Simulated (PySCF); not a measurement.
# One reaction down a group: Cu, Ag, Au

The same gas-phase reaction for Cu, Ag, Au:
- 2 CuH + 2 Cl → 2 CuCl + H2
- 2 AgH + 2 Cl → 2 AgCl + H2
- 2 AuH + 2 Cl → 2 AuCl + H2

Method: PySCF energies plus ideal-gas RRHO corrections (1 bar). † marks an energy on the PBE0/def2-TZVP geometry and frequencies. CCSD(T) freezes the core. Open shells (unrestricted): Cl (multiplicity 2, electronic degeneracy 6); the rest are closed-shell singlets. Spin-orbit splitting is ignored; it lowers the true energy and changes the entropy of Cl. Ag, Au: scalar-relativistic def2 core potential, no spin-orbit coupling. Cu: all electrons, no relativistic terms. CCSD(T) isn't extrapolated to the basis-set limit. The harmonic model lacks anharmonicity and excited electronic states, which grow with temperature; levels with a mode under 35 cm⁻¹ are left out. Warning, large T1 diagnostic: AgH, AuCl, AuH, CuCl, CuH (CCSD(T)/def2-SVP†, CCSD(T)/def2-TZVPP†).

ΔH°(298 K) in kJ, by level:

```json
[
 {"level": "ωB97M-V/def2-TZVP†", "Cu": "-645.0", "Ag": "-610.8", "Au": "-442.6"},
 {"level": "CCSD(T)/def2-TZVPP†", "Cu": "-623.6", "Ag": "-569.1", "Au": "-378.0"},
 {"level": "CCSD(T)/def2-SVP†", "Cu": "-597.8", "Ag": "-541.0", "Au": "-324.5"},
 {"level": "LDA/def2-TZVP†", "Cu": "-676.0", "Ag": "-613.3", "Au": "-456.1"},
 {"level": "M06-2X/def2-TZVP†", "Cu": "-686.7", "Ag": "-642.1", "Au": "-437.8"}
]
```

At ωB97M-V/def2-TZVP†, ΔH° rises from Cu to Au, over a range of 202.4 kJ; the steps are +34.2, +168.2 kJ. 5 of the 5 levels shown give the same order. The levels scatter most for Au (131.6 kJ between the highest and the lowest) and least for Cu (88.9 kJ). ΔS°(298 K) runs from -124.1 to -122.7 J/K, so TΔS° at 298 K spreads over 0.4 kJ among the members, against 202.4 kJ for ΔH°.

Free energies at ωB97M-V/def2-TZVP†:

| member | ΔS°(298 K), J/K | ΔG°(298 K), kJ | ΔG°(1800 K), kJ | ΔG° changes sign |
|---|---|---|---|---|
| Cu | -124.0 | -608 | -419 | none from 298 to 2500 K |
| Ag | -122.7 | -574 | -387 | none from 298 to 2500 K |
| Au | -124.1 | -406 | -219 | none from 298 to 2500 K |

The NASA 1993 table holds none of these reactions whole; the comparison is among the levels.
